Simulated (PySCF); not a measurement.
## Frontier orbitals and the lowest excitations

C5H5N3.
SMILES with atom numbers: `[CH2:1]=[CH:2][c:3]1[cH:4][cH:5][n:6][n:7][n:8]1` (hydrogens: H9, H10 on C1; H11 on C2; H12 on C4; H13 on C5)

Geometry (GFN2-xTB, Å), atoms numbered from 1 in this order:
```
atom  x, y, z in Å
C1     2.417   -0.189   -0.614
C2     1.460   -0.216    0.306
C3     0.057   -0.005   -0.012
C4    -0.942   -0.037    0.968
C5    -2.230    0.182    0.510
N6    -2.476    0.406   -0.775
N7    -1.503    0.422   -1.625
N8    -0.281    0.227   -1.288
H9     3.452   -0.348   -0.365
H10    2.171   -0.005   -1.646
H11    1.679   -0.399    1.350
H12   -0.718   -0.220    2.008
H13   -3.090    0.182    1.166
```

Computed, not measured: TDDFT PBE0/def2-SVPD, vertical, gas phase, core orbitals frozen in the response (PySCF).

Frontier orbitals with the atoms that hold most of them (Löwdin shares over 4%, at most four atoms; ? is withheld):

```
orbital  ε (eV)                           atoms
 LUMO+2    0.46  C2 25%, C1 20%, C5 12%, N6 11%
 LUMO+1   -1.77  N7 26%, C4 22%, N8 18%, C5 14%
   LUMO       ?                               ?
   HOMO   -6.93                               ?
 HOMO-1   -7.82    N6 39%, N8 33%, C5 7%, C3 5%
 HOMO-2   -7.95    C1 29%, C2 25%, C4 9%, N6 9%
 HOMO-3   -9.51  C5 25%, C4 22%, N8 19%, N7 15%
```

Give the leading atoms of the HOMO.

N7 (bonded to 2 N) 46%; N8 (bonded to C and N) 20%; N6 (bonded to C and N) 19%; C3 (bonded to 2 C and N) 5%. By element: nitrogen 86%, carbon 5% or more.

Give the leading atoms of the LUMO.

C1 (bonded to C and 2 H) 19%; C3 (bonded to 2 C and N) 17%; N6 (bonded to C and N) 14%; C2 (bonded to 2 C and H) 11%. By element: carbon 47% or more, nitrogen 14% or more.

What is the LUMO energy, and the HOMO–LUMO gap?

ε(LUMO) = -2.27 eV; the gap is 4.66 eV (0.1712 hartree).

The HOMO–LUMO gap is 4.66 eV. Where does the response calculation put the lowest singlet, and from which orbitals?

S1 is at 3.18 eV (f = 0.0000), 1.48 eV below the gap, made of HOMO→LUMO (98%). Without the coupling terms of the response equations the lowest excitation would equal the gap.

One configuration dominates each of S1, S2, S3 and S4. Which, and how do the shares of the two leading atoms of either orbital change from the occupied to the empty one?

- S1 (3.18 eV, f 0.0000), HOMO→LUMO (98%): N7 46% → at most 11%, N8 20% → at most 11%, C1 at most 6% → 19%, C3 5% → 17%
- S2 (3.43 eV, f 0.0039), HOMO→LUMO+1 (99%): N7 46% → 26%, N8 20% → 18%, C4 at most 6% → 22%
- S3 (3.98 eV, f 0.0028), HOMO-1→LUMO (98%): N6 39% → 14%, N8 33% → at most 11%, C1 at most 6% → 19%, C3 5% → 17%
- S4 (4.21 eV, f 0.0001), HOMO-1→LUMO+1 (99%): N6 39% → at most 15%, N8 33% → 18%, N7 at most 6% → 26%, C4 at most 6% → 22%

Löwdin shares depend on the basis, the more so with diffuse functions.

One conformer stands for the species.
